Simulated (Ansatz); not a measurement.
`C[SiH](Cl)[SnH3]` + H₂O → `C[SiH](O)Cl` + `[SnH4]` at 298.15 K and 1 bar (formal hydrolysis of the Si–Sn bond).

Isolated molecules relaxed with PBE0-D4/def2-TZVP in Ansatz; ΔE leaves out vibrations. CCSD(T)/CBS is the MP2 limit (def2-TZVPP, def2-QZVPP) plus CCSD(T) − MP2 in def2-TZVPP, frozen cores. This one scheme is used for every species. def2 core potentials past Kr. For Sn outer-core shells are correlated without core-valence functions, which leaves a few kJ/mol of doubt a bond. One conformer a species, not always the lowest.

| species | CCSD(T)/CBS energy (Eh) | H − E (kJ/mol) | S (J/(mol·K)) |
| --- | --- | --- | --- |
| `C[SiH](Cl)[SnH3]` | -1005.19559 | 202.1 | 388.1 |
| H₂O | -76.37941 | 66.4 | 188.7 |
| `C[SiH](O)Cl` | -865.21254 | 180.4 | 327.4 |
| `[SnH4]` | -216.39156 | 79.6 | 228.5 |

H − E and S are ideal-gas, rigid-rotor, harmonic terms from PBE0-D4/def2-TZVP, for one conformer and one mirror image of each species. 1 Eh = 2625.50 kJ/mol, R = 8.31446 J/(mol·K).

Problem. By hand: ΔE, ΔH, ΔS and ΔG.

Solution. ΔE = (-865.21254) + (-216.39156) − (-1005.19559) − (-76.37941) = -0.02910 Eh = -76.4 kJ/mol. Δ(H − E) = 180.4 + 79.6 − 202.1 − 66.4 = -8.5, so ΔH = -84.9 kJ/mol. ΔS = 327.4 + 228.5 − 388.1 − 188.7 = -20.9 J/(mol·K). ΔG = -84.9 − 298.15 × (-20.9)/1000 = -78.7 kJ/mol.

Problem. By hand: the equilibrium constant, and the temperature at which ΔG would vanish if ΔH and ΔS stayed fixed.

Solution. log₁₀ K = −ΔG/(RT ln 10) = 13.8. ΔG = 0 at ΔH/ΔS = 4062 K, far beyond where these terms or the molecules hold.

ΔH outweighs TΔS. A doubt of 5 kJ/mol in ΔE shifts log₁₀ K by 0.9 here. Other conformers and mirror images would add mixing entropy, several J/(mol·K) or more a flexible species. These are equilibria of isolated gas molecules and say nothing of rates. Largest T1 diagnostic: 0.013 (customary marks: 0.02 for closed shells, 0.045 for open ones).
